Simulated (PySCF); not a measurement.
Correlation energy of F³⁺ (fluorine, charge +3)

[He] 2s2 2p2, high-spin 3P determinant. All numbers are calculated (PySCF 2.14, scalar relativity by spin-free X2C-1e, in aug-cc-pCVTZ-DK (7s6p4d2f, 59 functions)). Frozen: 1s2; 4 electrons correlated.

```tsv
level	correlation energy (mhartree)
CCSD	-104.04
(T)	-1.20
CCSD(T)	-105.24
```

Diagnostics: T1 = 0.0038, D1 = 0.0078, largest double amplitude 0.121.

Q: Is a single reference adequate?

A: Mostly. T1 lies below 0.03, but a double amplitude of this size points to a near-degeneracy that CCSD handles and MP2 describes poorly.
